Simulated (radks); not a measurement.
Q: Ionisation of the holmium ion Ho2+, [Xe] 4f11, to [Xe] 4f10 as the strength of local exchange is varied. Method: scalar-relativistic Kohn-Sham, Slater X-alpha exchange (alpha = 2/3 is LDA exchange), no correlation, spin-polarised, spherical densities, finite nucleus; open shells are filled with parallel spins first (spin-orbit coupling, left out, can overturn this in heavy ions); Fermi nuclear charge, rms radius 5.2022 fm; computed with a radial shooting solver on a logarithmic mesh with Libxc functionals.

| alpha | E(Ho2+) (hartree) | exchange (hartree) | IE (eV) | -e of the level emptied (eV) | <r> of it (bohr) |
|---|---|---|---|---|---|
| 0.667 | -12599.9111 | -255.2738 | 22.979 | 14.680 (4f) | 0.8637 |
| 0.727 | -12622.9910 | -278.7949 | 24.480 | 15.981 (4f) | 0.8503 |
| 0.728 | -12623.3760 | -279.1876 | 24.505 | 16.003 (4f) | 0.8500 |
| 0.735 | -12626.0718 | -281.9378 | 24.684 | 16.159 (4f) | 0.8485 |
| 0.745 | -12629.9239 | -285.8687 | 24.941 | 16.384 (4f) | 0.8464 |
| x | -12596.0689 | -251.3624 | 22.735 | 14.470 (4f) | 0.8660 |

Which alpha was used in the last row?

A: alpha = 0.657. NIST Atomic Spectra Database: 22.79 eV (semi-empirical). The Delta-SCF value meets it near alpha = 0.66. Open shells are spherical and high-spin; term and fine-structure splittings are not resolved. Spin-orbit splitting is averaged out at the scalar-relativistic level.
